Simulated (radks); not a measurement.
Values are calculated unless marked as measured or tabulated.
The nuclear charge of the fluorine ion F2+ is varied continuously with 7 electrons held in [He] 2s2 2p3. Code: a radial shooting solver on a logarithmic mesh with Libxc functionals. Model: scalar-relativistic Kohn-Sham, BLYP, spin-polarised, spherical densities, point nucleus; open shells are filled with parallel spins first. By the Hellmann-Feynman theorem dE/dZ = E(electron-nucleus)/Z, the electronic potential at the nucleus. The scalar-relativistic energy here is not variational (the density holds large components alone), so the two differ by a part that grows with Z.

Z    E (hartree)  E(electron-nucleus)/Z (hartree)  HOMO  e(HOMO) (eV)  <r> HOMO (bohr)
8.5    -85.85775                         -23.2771    2p       -37.911           0.9707
8.6    -88.20197                         -23.6044    2p       -40.471           0.9510
8.7    -90.57894                         -23.9317    2p       -43.101           0.9322
8.8    -92.98864                         -24.2590    2p       -45.801           0.9141
8.9    -95.43108                         -24.5862    2p       -48.570           0.8968
9      -97.90626                         -24.9135    2p       -51.410           0.8801
9.1   -100.41417                         -25.2408    2p       -54.319           0.8641
9.2   -102.95481                         -25.5681    2p       -57.298           0.8487
9.3   -105.52819                         -25.8954    2p       -60.346           0.8339
9.4   -108.13432                         -26.2227    2p       -63.464           0.8196
9.5   -110.77318                         -26.5500    2p       -66.651           0.8058
9.6   -113.44478                         -26.8773    2p       -69.907           0.7924
9.7   -116.14912                         -27.2047    2p       -73.233           0.7795
9.8   -118.88621                         -27.5320    2p       -76.628           0.7671
9.9   -121.65605                         -27.8594    2p       -80.092           0.7550
10    -124.45864                         -28.1868    2p       -83.625           0.7434

The central difference of E at Z = 9 is -24.915 hartree, to compare with the third column; the second derivative is -3.27 hartree.
